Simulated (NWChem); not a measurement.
System: MgNH3; SMILES [NH2][MgH]

The following NWChem deck was run.

```
start job
memory heap 200 mb stack 900 mb global 1100 mb
geometry units angstroms noautoz
  Mg     0.287233    -0.696774    -0.038591
  H      0.464550    -2.384756    -0.091440
  N      0.090652     1.180197     0.020102
  H     -0.776576     1.695630    -0.015497
  H      0.832226     1.860650     0.096834
end
basis spherical
  * library def2-svp
end
dft
  xc scan
  iterations 150
  mulliken
end
task dft gradient
```

Excerpt of the output:

```
             Northwest Computational Chemistry Package (NWChem) 7.3.0
             --------------------------------------------------------

 C2V symmetry detected

                             Geometry "geometry" -> ""
                             -------------------------

 Output coordinates in angstroms (scale by  1.889725989 to convert to a.u.)

  No.       Tag          Charge          X              Y              Z
 ---- ---------------- ---------- -------------- -------------- --------------
    1 Mg                  12.0000     0.00000000     0.00000000    -0.74992826
    2 H                    1.0000     0.00000000     0.00000000    -2.44802052
    3 N                    7.0000     0.00000000     0.00000000     1.13822137
    4 H                    1.0000     0.00000000    -0.81056982     1.73980500
    5 H                    1.0000     0.00000000     0.81056982     1.73980500

 Effective nuclear repulsion energy (a.u.)      41.0788656540

      Symmetry information
      --------------------

 Group name             C2v
 Group number             16
 Group order               4
 No. of unique centers     4

                                 NWChem DFT Module
                                 -----------------

 Summary of "ao basis" -> "ao basis" (spherical)
 ------------------------------------------------------------------------------
       Tag                 Description            Shells   Functions and Types
 ---------------- ------------------------------  ------  ---------------------
 Mg                         def2-svp                 8       18   4s3p1d
 H                          def2-svp                 3        5   2s1p
 N                          def2-svp                 6       14   3s2p1d

      Symmetry analysis of basis
      --------------------------

        a1         23
        a2          3
        b1          9
        b2         12

            General Information
            -------------------
          SCF calculation type: DFT
          Wavefunction type:  closed shell.
          No. of atoms     :     5
          No. of electrons :    22
           Alpha electrons :    11
            Beta electrons :    11
          Charge           :     0
          Spin multiplicity:     1
          Use of symmetry is: on ; symmetry adaption is: on
          Maximum number of iterations: 150
          AO basis - number of functions:    47
                     number of shells:    23
          Convergence on energy requested:  1.00D-06
          Convergence on density requested:  1.00D-05
          Convergence on gradient requested:  5.00D-04

              XC Information
              --------------
                         SCAN Method XC Functional
                  SCAN metaGGA Exchange Functional  1.000
                        SCAN Correlation Potential  1.000

             Grid Information
             ----------------
          Grid used for XC integration:  medium
          Radial quadrature: Mura-Knowles
          Angular quadrature: Lebedev.
          Tag              B.-S. Rad. Rad. Pts. Rad. Cut. Ang. Pts.
          ---              ---------- --------- --------- ---------
          Mg                  1.50       88           9.0       590
          H                   0.35       45          11.0       434
          N                   0.65       49          10.0       434
          Grid pruning is: on
          Number of quadrature shells:   227
          Spatial weights used:  Erf1

      Superposition of Atomic Density Guess
      -------------------------------------

 Sum of atomic energies:        -255.27682932

      Non-variational initial energy
      ------------------------------

 Total energy =    -255.665990
 1-e energy   =    -435.520485
 2-e energy   =     138.775629
 HOMO         =      -0.341570
 LUMO         =      -0.034052

      Symmetry analysis of molecular orbitals - initial
      -------------------------------------------------

  Numbering of irreducible representations:

     1 a1          2 a2          3 b1          4 b2

  Orbital symmetries:

     1 a1          2 a1          3 a1          4 a1          5 b2
     6 b1          7 a1          8 b2          9 a1         10 a1
    11 b1         12 a1         13 b2         14 b1         15 a1
    16 a1         17 b2         18 a1         19 a2         20 a1
    21 b2

     ---------------------------------------------
      Total Density - Mulliken Population Analysis
     ---------------------------------------------

    Atom       Charge   Shell Charges
 -----------   ------   -------------------------------------------------------
    1 Mg  12    11.17   2.00  1.99  0.66  0.15  5.99  0.18  0.12  0.07
    2 H    1     1.14   0.64  0.50  0.00
    3 N    7     8.17   1.99  1.05  0.53  2.69  1.91  0.00
    4 H    1     0.76   0.60  0.12  0.05
    5 H    1     0.76   0.60  0.12  0.05

   convergence    iter        energy       DeltaE   RMS-Dens  Diis-err
 ---------------- ----- ----------------- --------- --------- ---------
 d= 0,ls=0.0,diis     1   -256.4245496815 -2.98D+02  2.97D-02  4.31D-01
 d= 0,ls=0.0,diis     2   -256.1578194750  2.67D-01  2.18D-02  2.23D+00
 d= 0,ls=0.0,diis     3   -256.4839676103 -3.26D-01  3.02D-03  1.26D-02
 d= 0,ls=0.0,diis     4   -256.4859327072 -1.97D-03  8.13D-04  8.10D-04
 d= 0,ls=0.0,diis     5   -256.4860985721 -1.66D-04  1.90D-04  3.22D-05
  Resetting Diis
 d= 0,ls=0.0,diis     6   -256.4861051927 -6.62D-06  2.69D-05  1.51D-06
 d= 0,ls=0.0,diis     7   -256.4861054601 -2.67D-07  1.53D-05  9.04D-08
 d= 0,ls=0.0,diis     8   -256.4861054540  6.10D-09  7.13D-06  1.73D-07

         Total DFT energy =     -256.486105453966
      One electron energy =     -437.548300434163
           Coulomb energy =      164.488534898001
    Exchange-Corr. energy =      -24.505205571800
 Nuclear repulsion energy =       41.078865653996

 Numeric. integr. density =       21.999997939542

                  Occupations of the irreducible representations
                  ----------------------------------------------

                     irrep           alpha         beta
                     --------     --------     --------
                     a1                7.0          7.0
                     a2                0.0          0.0
                     b1                2.0          2.0
                     b2                2.0          2.0

                       DFT Final Molecular Orbital Analysis
                       ------------------------------------

 Vector    9  Occ=2.000000D+00  E=-3.109186D-01  Symmetry=a1
              MO Center= -5.1D-18, -4.0D-17,  7.1D-01, r^2= 1.7D+00
   Bfn.  Coefficient  Atom+Function         Bfn.  Coefficient  Atom+Function
  ----- ------------  ---------------      ----- ------------  ---------------
    29      0.460932  3 N  pz                 3      0.335037  1 Mg s
    32     -0.301119  3 N  pz                26      0.228696  3 N  s
     2      0.206601  1 Mg s                 38     -0.173690  4 H  s
    43     -0.173690  5 H  s                 25      0.132415  3 N  s
    39     -0.096563  4 H  s                 44     -0.096563  5 H  s

 Vector   10  Occ=2.000000D+00  E=-2.460012D-01  Symmetry=a1
              MO Center= -2.1D-16, -1.1D-15, -2.0D+00, r^2= 2.0D+00
   Bfn.  Coefficient  Atom+Function         Bfn.  Coefficient  Atom+Function
  ----- ------------  ---------------      ----- ------------  ---------------
    19      0.408540  2 H  s                  3      0.273050  1 Mg s
    20      0.248270  2 H  s                 10     -0.189890  1 Mg pz
    29     -0.155680  3 N  pz                 7     -0.146264  1 Mg pz
     2      0.143900  1 Mg s                 13     -0.139905  1 Mg pz
    26     -0.123249  3 N  s                 32      0.077301  3 N  pz

 Vector   11  Occ=2.000000D+00  E=-1.853722D-01  Symmetry=b1
              MO Center= -2.0D-13, -1.2D-16,  1.0D+00, r^2= 1.2D+00
   Bfn.  Coefficient  Atom+Function         Bfn.  Coefficient  Atom+Function
  ----- ------------  ---------------      ----- ------------  ---------------
    27      0.545604  3 N  px                30     -0.454460  3 N  px
    11     -0.162966  1 Mg px                17      0.094502  1 Mg d  1
     8     -0.082083  1 Mg px                 5     -0.064256  1 Mg px
    40     -0.026222  4 H  px                45     -0.026222  5 H  px

 Vector   12  Occ=0.000000D+00  E=-1.997341D-02  Symmetry=a1
              MO Center= -5.0D-15,  5.3D-14, -4.3D-01, r^2= 5.7D+00
   Bfn.  Coefficient  Atom+Function         Bfn.  Coefficient  Atom+Function
  ----- ------------  ---------------      ----- ------------  ---------------
     4      0.755594  1 Mg s                 26     -0.399147  3 N  s
     3      0.378102  1 Mg s                 20     -0.313359  2 H  s
    13      0.229531  1 Mg pz                19     -0.226201  2 H  s
    25     -0.198858  3 N  s                  2      0.188007  1 Mg s
    16     -0.173200  1 Mg d  0              32      0.113045  3 N  pz

 Vector   13  Occ=0.000000D+00  E=-1.226583D-02  Symmetry=b2
              MO Center= -7.4D-16, -5.4D-14, -9.8D-01, r^2= 5.2D+00
   Bfn.  Coefficient  Atom+Function         Bfn.  Coefficient  Atom+Function
  ----- ------------  ---------------      ----- ------------  ---------------
    12      0.831158  1 Mg py                 9      0.273385  1 Mg py
     6      0.169900  1 Mg py                39      0.127083  4 H  s
    44     -0.127083  5 H  s                 15     -0.098677  1 Mg d -1
    38      0.082808  4 H  s                 43     -0.082808  5 H  s
    28      0.055382  3 N  py

 Vector   14  Occ=0.000000D+00  E= 1.082773D-03  Symmetry=b1
              MO Center=  1.2D-13,  2.7D-16, -1.0D+00, r^2= 5.3D+00
   Bfn.  Coefficient  Atom+Function         Bfn.  Coefficient  Atom+Function
  ----- ------------  ---------------      ----- ------------  ---------------
    11      0.807624  1 Mg px                 8      0.251676  1 Mg px
    27      0.195506  3 N  px                17      0.182602  1 Mg d  1
    30     -0.178498  3 N  px                 5      0.154155  1 Mg px

     ---------------------------------------------
      Total Density - Mulliken Population Analysis
     ---------------------------------------------

    Atom       Charge   Shell Charges
 -----------   ------   -------------------------------------------------------
    1 Mg  12    11.52   2.00  1.99  0.64  0.08  5.98  0.36  0.31  0.16
    2 H    1     1.13   0.69  0.44  0.00
    3 N    7     7.60   1.99  0.97  0.54  2.41  1.69  0.01
    4 H    1     0.88   0.71  0.12  0.05
    5 H    1     0.88   0.71  0.12  0.05

     -------------------------------------------
      Total Density - Lowdin Population Analysis
     -------------------------------------------

    Atom       Charge   Shell Charges
 -----------   ------   -------------------------------------------------------
    1 Mg  12    11.74   2.00  1.95  0.49  0.21  5.84  0.59  0.38  0.29
    2 H    1     1.14   0.60  0.54  0.01
    3 N    7     7.27   1.97  0.72  0.46  2.22  1.89  0.02
    4 H    1     0.92   0.59  0.20  0.13
    5 H    1     0.92   0.59  0.20  0.13

     Multipole analysis of the density
     ---------------------------------

     L   x y z        total         alpha         beta         nuclear
     -   - - -        -----         -----         ----         -------
     0   0 0 0     -0.000000    -11.000000    -11.000000     22.000000

     1   1 0 0     -0.000000     -0.000000     -0.000000      0.000000
     1   0 1 0      0.000000      0.000000      0.000000      0.000000
     1   0 0 1      0.435502      0.217751      0.217751      0.000000

     2   2 0 0    -13.730043     -6.865021     -6.865021      0.000000
     2   1 1 0     -0.000000     -0.000000     -0.000000      0.000000
     2   1 0 1     -0.000000     -0.000000     -0.000000      0.000000
     2   0 2 0    -10.649097     -7.670822     -7.670822      4.692546
     2   0 1 1     -0.000000     -0.000000     -0.000000      0.000000
     2   0 0 2    -18.396723    -58.950771    -58.950771     99.504819

            General Information
            -------------------
          SCF calculation type: DFT
          Wavefunction type:  closed shell.
          No. of atoms     :     5
          No. of electrons :    22
           Alpha electrons :    11
            Beta electrons :    11
          Charge           :     0
          Spin multiplicity:     1
          Use of symmetry is: on ; symmetry adaption is: on
          Maximum number of iterations: 150
          AO basis - number of functions:    47
                     number of shells:    23
          Convergence on energy requested:  1.00D-06
          Convergence on density requested:  1.00D-05
          Convergence on gradient requested:  5.00D-04

              XC Information
              --------------
                         SCAN Method XC Functional
                  SCAN metaGGA Exchange Functional  1.000
                        SCAN Correlation Potential  1.000

             Grid Information
             ----------------
          Grid used for XC integration:  medium
          Radial quadrature: Mura-Knowles
          Angular quadrature: Lebedev.
          Tag              B.-S. Rad. Rad. Pts. Rad. Cut. Ang. Pts.
          ---              ---------- --------- --------- ---------
          Mg                  1.50       88           9.0       590
          H                   0.35       45          11.0       434
          N                   0.65       49          10.0       434
          Grid pruning is: on
          Number of quadrature shells:   227
          Spatial weights used:  Erf1

          Convergence Information
          -----------------------
          Convergence aids based upon iterative change in
          total energy or number of iterations.
          Levelshifting, if invoked, occurs when the
          HOMO/LUMO gap drops below (HL_TOL):  1.00D-02
          DIIS, if invoked, will attempt to extrapolate
          using up to (NFOCK): 10 stored Fock matrices.

                    Damping( 0%)  Levelshifting(0.5)       DIIS
                  --------------- ------------------- ---------------
          dE  on:    start            ASAP                start
          dE off:    2 iters        150 iters           150 iters

                            NWChem DFT Gradient Module
                            --------------------------

  charge          =   0.00
  wavefunction    = closed shell

  Using symmetry

                         DFT ENERGY GRADIENTS

    atom               coordinates                        gradient
                 x          y          z           x          y          z
   1 Mg      0.000000   0.000000  -1.417159    0.000000   0.000000   0.001683
   2 H       0.000000   0.000000  -4.626088    0.000000   0.000000   0.000328
   3 N       0.000000   0.000000   2.150926    0.000000   0.000000   0.008329
   4 H       0.000000  -1.531755   3.287755    0.000000   0.005001  -0.005170
   5 H       0.000000   1.531755   3.287755    0.000000  -0.005001  -0.005170
```

Level: SCAN/def2-SVP. All runs use the structure optimised with PBE0-D3(BJ)/def2-TZVP.
